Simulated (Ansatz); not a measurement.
Isomers of K₃I₂ (doublet), relaxed with B3LYP-D4/def2-SVP; total energies from Ansatz at PBE-QIDH/def2-TZVP.

```
isomer                                              description  energy (Eh)
     A  point group C2v; 4 × I–K 3.29 to 3.31 Å; 1 × K–K 4.38 Å  -2394.33264
     B         point group not assigned; 5 × I–K 3.25 to 3.49 Å  -2394.33467
     C         point group not assigned; 5 × I–K 3.26 to 3.48 Å  -2394.33481
     D         point group not assigned; 6 × I–K 3.41 to 3.43 Å  -2394.33052
```

In the def2 sets I takes a core potential; there is no spin–orbit coupling. Correlated methods freeze 23 core orbitals; core or outer-core shells of K, I are correlated, in sets that lack core-valence functions.

The isomers come from a short search, and lower ones may exist.

Work out the relative energies (1 Eh = 2625.5 kJ/mol) and the Boltzmann populations at 298 K from electronic energies alone (R = 8.314 J/mol/K).

ΔE: A 5.7, B 0.4, C 0.0, D 11.3 kJ/mol. RT = 2.48 kJ/mol. Factors exp(−ΔE/RT): A 0.1, B 0.851, C 1, D 0.0105; sum 1.962. Populations: A 5.1 %, B 43.4 %, C 51.0 %, D 0.5 %. Zero-point energy, vibrational entropy and symmetry numbers are left out and can shift these; an error of 4 kJ/mol changes a ratio by a factor of 5.0. Over the other density-functional and correlated levels in def2 sets, the gap between C and B ranges from 0 to 0 kJ/mol.
